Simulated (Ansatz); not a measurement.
Gas-phase electronic energies from Ansatz, PBE0-D4/def2-TZVP geometries. CBS: MP2 limit from def2 TZ/QZ plus the TZ coupled-cluster correction, frozen cores. This one scheme is used for every species. DFT in def2-TZVPP. For Ge outer-core shells are correlated without core-valence functions, which leaves a few kJ/mol of doubt a bond. Scalar relativity is left out up to krypton. Each species was taken in one conformer, which may not be the lowest.

Consider the formal hydrolysis of a C–C bond: `C[CH]1[S][GeH2]1` + H₂O → `O[CH]1[S][GeH2]1` + CH₄.

CCSD(T)/CBS gives +60.1 kJ/mol.

Another level gave +46.3 kJ/mol. Which?
A. r2SCAN/def2-TZVPP
B. MP2/def2-TZVPP
C. PBE0/def2-TZVPP
D. SCS-MP2/def2-TZVPP

C. PBE0 46.3, r2SCAN 42.1, MP2/def2-TZVPP 63.7, SCS-MP2/def2-TZVPP 58.9 kJ/mol.

Largest T1 diagnostic among the species: 0.013.

From PBE to PBE0 (25 % exact exchange), in def2-TZVPP and without D4, ΔE moves by +7.9 kJ/mol. The D4 term adds +4.9 kJ/mol with B3LYP and +2.7 kJ/mol with PBE0; it sums over pairs of atoms, weighted by their polarisabilities, and B3LYP, whose exchange is more repulsive, gets the larger term.

B3LYP here is the variant with VWN-RPA as its local correlation; programs differ in this.
